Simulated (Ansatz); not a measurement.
Reaction (hydrogenolysis of the Si–C bond): `B[SiH](F)CC=N` + H₂ → `B[SiH2]F` + `CC=N`

Computed with Ansatz on PBE0-D4/def2-TZVP structures; ΔE is electronic, products minus reactants. CBS: MP2 limit from def2 TZ/QZ plus the TZ coupled-cluster correction, frozen cores. This one scheme is used for every species. One conformer a species, not always the lowest.

| species | SCS-MP2/def2-TZVPP energy (Eh) |
| --- | --- |
| `B[SiH](F)CC=N` | -548.45244 |
| H₂ | -1.17094 |
| `B[SiH2]F` | -415.95640 |
| `CC=N` | -133.67374 |

Question: Work out ΔE.

Answer: ΔE = (-415.95640) + (-133.67374) − (-548.45244) − (-1.17094) = -0.00676 Eh = -17.7 kJ/mol. CCSD(T)/CBS gives -14.5 kJ/mol.

Largest T1 diagnostic among the species: 0.012.

In def2-TZVPP, CCSD(T) changes the Hartree–Fock value by +26.9 kJ/mol (the triples alone add +5.4 kJ/mol) and MP2 by +34.1 kJ/mol. From PBE to PBE0 (25 % exact exchange), in def2-TZVPP and without D4, ΔE moves by −3.1 kJ/mol.
